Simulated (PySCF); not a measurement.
**Multinuclear NMR of C7H7NO**

Geometry:
```csv
atom,x (Å),y (Å),z (Å)
C1,-2.504,0.816,0.388
C2,-1.739,-0.413,-0.005
O3,-2.259,-1.473,-0.269
C4,-0.255,-0.244,-0.051
C5,0.556,-1.320,-0.406
C6,1.928,-1.134,-0.442
C7,2.437,0.115,-0.124
C8,1.542,1.124,0.216
N9,0.237,0.955,0.253
H10,-3.570,0.610,0.399
H11,-2.172,1.146,1.369
H12,-2.281,1.615,-0.315
H13,0.098,-2.267,-0.644
H14,2.587,-1.946,-0.712
H15,3.498,0.307,-0.139
H16,1.890,2.117,0.471
```

Isolated molecule, single conformer, non-relativistic Hamiltonian, averaged over atoms made equivalent by symmetry, fast rotation or ring inversion. GFN2-xTB geometry; PBE0/pcSseg-1 with gauge-including orbitals; PySCF 2.14.

**Question.** What are the 15N shifts?

**Answer.** 
```json
{"atoms": "N9", "environment": "pyridine-type ring nitrogen", "σ (ppm)": "-86.8", "δ (ppm)": "-68.1"}
```

Shieldings were converted by a linear fit to measured shifts: 15N (scatter 6.3 ppm rms vs CH3NO2, solution or neat liquid). A few per cent of atoms miss by over 2 rms, more outside the fitted compound classes.

On a 500 MHz spectrometer 15N resonates near 50.7 MHz, so 1 ppm is 50.7 Hz.

**Question.** What are the 17O shifts?

**Answer.** 
| atoms | environment | σ (ppm) | δ (ppm) |
| --- | --- | --- | --- |
| O3 | ketone oxygen | -315.4 | 554.0 |

Shieldings were converted by a linear fit to measured shifts: 17O (scatter 10.7 ppm rms, 12.2 ppm with the 3 outliers that the fit left out vs liquid water, solution or neat liquid). A few per cent of atoms miss by over 2 rms, more outside the fitted compound classes.

On a 300 MHz spectrometer 17O resonates near 40.7 MHz, so 1 ppm is 40.7 Hz.
